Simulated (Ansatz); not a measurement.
CH$_{8}$BNOSi (`CB(N)O[SiH3]`), 13 atoms. Charge 0, multiplicity 1. All runs use 4 threads of a server CPU on a shared host. Correlated methods freeze the cores.

**Question.** How many basis functions does each run have, and how long does it take in Ansatz? RKS PBE0-D4/def2-TZVP relaxation (28 steps); RKS PBE-D4/def2-TZVPP energy and forces; RKS r2SCAN0-D4/def2-TZVPP energy; RHF-CCSD(T)/def2-TZVPP energy; RKS r2SCAN-D4/def2-TZVPP energy and forces; RKS ωB97M-V/def2-SVP energy; RKS BHLYP-D4/def2-TZVPP energy; direct RPA on PBE orbitals/def2-TZVPP energy; RHF-MP2/def2-QZVPP energy; RKS ωB97M-V/def2-QZVPP energy; RHF-CCSD(T)/def2-SVP energy; RKS PBE0-D4/def2-QZVPP energy. (Best estimate.)

**Answer.** Computed: Other jobs shared the machine, so times are rough.

| level | job | functions | wall time | peak host memory (GiB) |
| --- | --- | --- | --- | --- |
| RKS PBE-D4/def2-TZVPP | energy and forces | 278 | 2.8 s | 0.37 |
| RKS BHLYP-D4/def2-TZVPP | energy | 278 | 3.2 s | 0.71 |
| RKS ωB97M-V/def2-SVP | energy | 114 | 4.3 s | 0.35 |
| RKS r2SCAN-D4/def2-TZVPP | energy and forces | 278 | 5.5 s | 0.4 |
| RKS r2SCAN0-D4/def2-TZVPP | energy | 278 | 5.5 s | 0.71 |
| direct RPA on PBE orbitals/def2-TZVPP | energy | 278 | 6 s | 0.8 |
| RHF-CCSD(T)/def2-SVP | energy | 114 | 6.5 s | 0.6 |
| RKS PBE0-D4/def2-QZVPP | energy | 538 | 9 s | 2 |
| RKS ωB97M-V/def2-QZVPP | energy | 538 | 21 s | 2.5 |
| RHF-MP2/def2-QZVPP | energy | 538 | 26 s | 3.8 |
| RKS PBE0-D4/def2-TZVP | relaxation (28 steps) | 209 | 94 s | 0.53 |
| RHF-CCSD(T)/def2-TZVPP | energy | 278 | 3.3 min | 7.9 |
